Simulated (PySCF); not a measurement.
C₃F₃, SMILES [C]#CC(F)(F)F, multiplicity 2. Atoms are numbered in the order given.

```xyz
6

C      0.0000     0.0000     2.4123
C      0.0000     0.0000     1.2021
C      0.0000     0.0000    -0.2706
F      1.0764     0.6215    -0.7431
F      0.0000    -1.2429    -0.7431
F     -1.0764     0.6215    -0.7431
```
Charge 0, spin multiplicity 2.

Coordinates come from a PBE0-D3(BJ)/def2-SVP optimisation. The isomer is the one that the SMILES or the coordinates give; other isomers of the formula were not compared.

These are TDA-PBE0/def2-SVPD (PySCF 2.14.0) values and carry that method's errors.

Vertical excitations; the highest root listed may be one member of a degenerate set. Gas-phase values at a fixed geometry.

```tsv
state	energy (eV)	λ (nm)	f	main pairs
root 1	1.25	995	0.002	β HOMO→LUMO (degenerate set)
root 2	1.25	995	0.002	β HOMO−1→LUMO (degenerate set)
root 3	5.38	231	0.001	α HOMO→LUMO+1 24 %, α HOMO−1→LUMO 24 %, β HOMO→LUMO+2 20 %, β HOMO−1→LUMO+1 20 %, β HOMO−3→LUMO 6 %
root 4	5.85	212	0.000	β HOMO−2→LUMO 100 %
root 5	5.91	210	0.011	β HOMO−3→LUMO 93 %
root 6	5.97	208	0.000	α HOMO−1→LUMO, α HOMO→LUMO+1, β HOMO−1→LUMO+1, β HOMO→LUMO+2 (degenerate set)
root 7	5.97	208	0.000	α HOMO→LUMO, α HOMO−1→LUMO+1, β HOMO→LUMO+1, β HOMO−1→LUMO+2 (degenerate set)
root 8	6.51	191	0.000	β HOMO−4→LUMO (degenerate set)
root 9	6.51	191	0.000	β HOMO−5→LUMO (degenerate set)
root 10	6.68	186	0.000	α HOMO−1→LUMO+1 49 %, α HOMO→LUMO 49 %
```
Unrestricted roots are not spin-pure.
